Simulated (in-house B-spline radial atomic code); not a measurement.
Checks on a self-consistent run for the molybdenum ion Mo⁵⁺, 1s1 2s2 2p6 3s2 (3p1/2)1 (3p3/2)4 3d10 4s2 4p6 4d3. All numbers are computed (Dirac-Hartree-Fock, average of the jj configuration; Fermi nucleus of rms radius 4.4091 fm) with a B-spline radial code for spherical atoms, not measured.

```csv
orbital,q,ε (Eh),<1/r>,<r²>,small-component weight
1s1/2,1,-765.45350,43.7729,0.00165824,0.0237
2s1/2,2,-115.51934,10.1981,0.0267572,0.0050873
2p1/2,2,-107.73186,10.1096,0.0200461,0.0050212
2p3/2,4,-103.56014,9.63052,0.0212961,0.0048697
3s1/2,2,-23.78021,3.5335,0.195514,0.0013948
3p1/2,1,-20.69928,3.42608,0.193707,0.0013307
3p3/2,4,-19.83784,3.32568,0.198859,0.0012994
3d3/2,4,-13.51860,3.14811,0.18077,0.0011862
3d5/2,6,-13.52454,3.1161,0.183309,0.001172
4s1/2,2,-5.77068,1.33004,1.18243,0.00033496
4p1/2,2,-4.57470,1.24969,1.34409,0.00030861
4p3/2,4,-4.47145,1.20465,1.39135,0.00028778
4d3/2,1.2,-2.77760,0.9906,1.99628,0.00020714
4d5/2,1.8,-2.76495,0.983648,2.01684,0.00020485
```

Electron-electron repulsion V_ee = 1332.1703 hartree.

**Question.** What total energy follows from the eigenvalues?

**Answer.** The eigenvalues count the repulsion twice, so E = Σqε - V_ee = -1955.916 - 1332.170 = -3288.086 hartree; the run printed -3288.086.

**Question.** Does the Dirac virial theorem hold?

**Answer.** For a point nucleus E = -2c²Σq·w, with w the small-component weight. Here Σq·w = 0.087546 and c = 137.0360, so the ratio E/(-2c²Σq·w) is 1.000019; the finite nucleus accounts for the departure from 1.

**Question.** What diamagnetic shielding (Lamb formula) and susceptibility (Langevin formula) do the radii give?

**Answer.** σ = (α²/3)Σq<1/r> = 190.933/(3·137.036²) = 3389.1 ppm, and χ = -0.79199×10⁻⁶·Σq<r²> = -15.86×10⁻⁶ cm³/mol with Σq<r²> = 20.028 bohr². Both are non-relativistic formulas without the paramagnetism of open shells.
